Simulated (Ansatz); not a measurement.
`[GeH3][CH2]Br` and `C[CH]([GeH3])Br` differ in one atom or group.

Ansatz, PBE0-D4/def2-TZVP geometries, multiplicity 1. 

Scalar relativity is left out up to krypton. Spin–orbit coupling is left out; it splits and shifts lone-pair levels of the heavy atoms by tenths of an eV.

```csv
property,`[GeH3][CH2]Br`
HOMO energy (ωB97M-V/def2-TZVPP) / eV,-9.91
size of the dipole moment (ωB97M-V/def2-TZVPP) / D,1.68
LUMO energy (PBE0/def2-TZVPP) / eV,-0.31
HOMO–LUMO gap (PBE/def2-TZVPP) / eV,5.18
HOMO energy (PBE0/def2-TZVPP) / eV,-7.71
size of the dipole moment (PBE/def2-TZVPP) / D,1.57
```

Task: What does the change do to each property? (Best estimate.)

Result: Computed: 
| property | `C[CH]([GeH3])Br` | shift |
| --- | --- | --- |
| HOMO energy (ωB97M-V/def2-TZVPP) / eV | -9.80 | 0.11 |
| size of the dipole moment (ωB97M-V/def2-TZVPP) / D | 1.86 | 0.18 |
| LUMO energy (PBE0/def2-TZVPP) / eV | -0.23 | 0.08 |
| HOMO–LUMO gap (PBE/def2-TZVPP) / eV | 5.16 | -0.02 |
| HOMO energy (PBE0/def2-TZVPP) / eV | -7.60 | 0.11 |
| size of the dipole moment (PBE/def2-TZVPP) / D | 1.78 | 0.21 |

Dipoles are sizes alone; their direction can turn.

Positive LUMOs are unbound, so they and the gaps depend on the basis.
